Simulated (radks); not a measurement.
Task: Coherent X-ray form factor from a spherical all-electron density. All-electron calculation, Dirac Kohn-Sham, BLYP, spin-unpolarised, spherical densities, finite nucleus; Fermi nuclear charge, rms radius of each element as measured or else 0.836 A^(1/3) + 0.57 fm. Program: a radial shooting solver on a logarithmic mesh with Libxc functionals.

| sin(theta)/lambda (1/angstrom) | f0 (electrons) |
|---|---|
| 0.05 | 35.993 |
| 0.1 | 33.943 |
| 0.15 | 31.677 |
| 0.2 | 29.362 |
| 0.25 | 27.154 |
| 0.3 | 25.169 |
| 0.4 | 21.927 |
| 0.5 | 19.361 |
| 0.6 | 17.132 |
| 0.8 | 13.260 |
| 1 | 10.284 |
| 1.25 | 7.901 |
| 1.5 | 6.577 |
| 2 | 5.200 |

The species is in the configuration that NIST lists as its ground one. Which atom or ion scatters so?

Result: Neutral rubidium, [Kr] 5s1. Extrapolating in s^2 from the first two rows gives f0(0) = 36.7, near the electron count 37; among species with that count, the fall with angle is slower the higher Z, and the table is that of Z = 37; from so few rows the species is fixed only to a neighbour or two.
